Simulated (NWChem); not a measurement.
System: HTeOCl; SMILES O[Te]Cl

```xyz
4

Te     0.3296     0.4151     0.0037
Cl    -0.1984    -1.8988     0.0063
O     -1.4913     1.1859     0.0674
H     -1.8335     1.2060    -0.8370
```
Atoms are numbered in this order, from 1.

All runs: NWChem. The geometry was optimised at PBE0/def2-SVP. def2 effective core potentials on Te; no spin-orbit coupling. Vertical excitations in the gas phase; the lowest state need not have the same character in each row.

For level B3LYP/def2-SVPD, full TDDFT:

```
Item              Result
----------------  ------
orbital gap (eV)    3.54
```

What are these values for level PBE/def2-SVPD, full TDDFT?


- orbital gap (eV) = 2.05
